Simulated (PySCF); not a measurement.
C5H6ClFO2.
Cartesian coordinates in Å at the GFN2-xTB level; atoms count from 1:
```xyz
15
C5H6ClFO2 angstrom
C      1.7674    0.4841   -0.9334
O      1.1275    0.4405    0.3330
C     -0.2125    0.1052    0.2847
C     -1.1854    1.1386   -0.1637
O     -2.2982    0.9554   -0.5348
Cl    -0.5163    2.7603   -0.0712
C     -0.6189   -1.3409    0.0154
C     -0.6836   -0.8144    1.4019
F     -1.8877   -0.5943    1.9708
H      2.8108    0.7084   -0.7259
H      1.3450    1.2658   -1.5697
H      1.6917   -0.4784   -1.4480
H     -1.5547   -1.4770   -0.5054
H      0.1599   -2.0476   -0.2218
H      0.0507   -1.0977    2.1462
```

NICS = −σ at a ghost point: NICS(0) at the centroid of the ring atoms, NICS(1) 1 Å to either side along the normal of their mean plane, zz for the tensor component along that normal. Level: GIAO PBE0/pcSseg-1 (PySCF, non-relativistic, gas phase) on the GFN2-xTB geometry, one conformer.

Ring bond lengths (Å), with Mayer bond orders in brackets: C3–C7 1.526 (0.89), C7–C8 1.484 (0.97), C8–C3 1.522 (0.87).

Q: What do the NICS probes read (ppm)?

A: 
| ring | type | NICS(0) | NICS(1), two faces | NICS(1)zz, two faces | rms pucker (Å) | centre to ring atoms, mean (Å) |
| --- | --- | --- | --- | --- | --- | --- |
| C3–C7–C8 | 3-membered carbocycle; formal bonds all single | -36.1 | -8.5 / -6.6 | -18.2 / -15.2 | 0.00 | 0.87 |

Q: What can be read from them?

A: 
- C3–C7–C8: mean NICS(1)zz -16.7 ppm, shielded. C3, C7, C8 have four or more neighbours; no verdict on aromaticity is drawn. NICS(0) lies 29 ppm below the mean NICS(1).

Q: At the second NICS(1) probe listed for ring C3–C7–C8, 1 Å off the ring, how large is the induced field along the normal in 1 T applied along it?

A: NICSzz × B0 = -15.2 ppm × 1 T = -15 μT, against the applied field.

Q: How shielded are the nuclei of the rings and their hydrogens (means over atoms taken as equivalent)?

A: 
```csv
atoms,environment,σ isotropic (ppm),"principal values of the symmetric part, first atom (ppm)"
C3,sp3 carbon bound to oxygen,114.5,"81.7, 92.3, 169.6"
C7,three-membered-ring carbon,162.8,"142.7, 158.7, 187.0"
C8,sp3 C–F carbon,102.2,"61.0, 82.0, 163.8"
H13,methylene hydrogen,29.62,"24.6, 27.4, 36.9"
H14,methylene hydrogen,30.26,"25.4, 27.4, 37.9"
H15,methine hydrogen,26.87,"22.1, 27.5, 31.0"
```
